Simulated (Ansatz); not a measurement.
Ansatz (an electronic-structure program) input (B3LYP/STO-3G):

Ansatz 0.2 input:
```yaml
crystal:
  periodic: [false, false, false]
  atoms:
    - {symbol: C, position_ang: [-1.82147200, -0.16160200, -0.53081100]}
    - {symbol: B, position_ang: [-0.32083800, -0.03177700, -0.09359200]}
    - {symbol: S, position_ang: [0.48337100, 1.56351300, 0.18369700]}
    - {symbol: S, position_ang: [0.63554100, -1.54406000, 0.14012700]}
    - {symbol: H, position_ang: [-2.14879700, -1.19477400, -0.65448500]}
    - {symbol: H, position_ang: [-1.98952400, 0.35969500, -1.47758600]}
    - {symbol: H, position_ang: [-2.47603900, 0.31226200, 0.20632400]}
    - {symbol: H, position_ang: [-0.57154300, 2.34753000, -0.09900400]}
    - {symbol: H, position_ang: [1.81633400, -1.00746400, 0.49639600]}
basis:
  gaussian:
    orbitals: STO-3G
hamiltonian:
  xc: {name: B3LYP}
output: {forces: true}
```

Output:

```
Functional definition: B3LYP
integrals: 0.01 GiB planned
398 factors; integrals over basis functions are off by at most 1.1e-4 eV
mean field: 0.10 GiB planned
mean field evaluation 1: about -23206.2716 eV, gradient 8.0e0 eV
mean field evaluation 2: about -23206.3344 eV, gradient 7.5e0 eV
mean field evaluation 4: about -23206.5182 eV, gradient 5.6e-1 eV
mean field evaluation 8: about -23206.4850 eV, gradient 4.5e-3 eV
mean field -23206.48502195 eV, -852.8225946363 hartree, gradient 3.3e-5 eV, S^2 0.000000; 0 other end points of the search recorded, 0 dependent functions left out
the calculation of the forces begins
reference -23206.48519890 eV, -852.8226011389 hartree; 24, 24 occupied and 9, 9 virtual orbitals, 398 factors
Total energy: -23206.48519890 eV, -852.8226011389 hartree
Atom 0 at    -1.821472    -0.161602    -0.530811 Å, force    -0.016125     0.140417    -0.000704 eV/Å
Atom 1 at    -0.320838    -0.031777    -0.093592 Å, force     1.539125     0.029659     0.445519 eV/Å
Atom 2 at     0.483371     1.563513     0.183697 Å, force     0.128229    -0.900340     0.011687 eV/Å
Atom 3 at     0.635541    -1.544060     0.140127 Å, force    -1.021541     0.156844    -0.290725 eV/Å
Atom 4 at    -2.148797    -1.194774    -0.654485 Å, force    -0.116264    -0.295894    -0.041926 eV/Å
Atom 5 at    -1.989524     0.359695    -1.477586 Å, force    -0.155772     0.118662    -0.304244 eV/Å
Atom 6 at    -2.476039     0.312262     0.206324 Å, force    -0.295709     0.105019     0.180103 eV/Å
Atom 7 at    -0.571543     2.347530    -0.099004 Å, force    -0.490392     0.239713    -0.134932 eV/Å
Atom 8 at     1.816334    -1.007464     0.496396 Å, force     0.428448     0.405921     0.135221 eV/Å
Dipole moment:     0.000077     0.162340     0.004595 e Å
```

The geometry given is a B3LYP-D3(BJ)/def2-TZVP minimum.
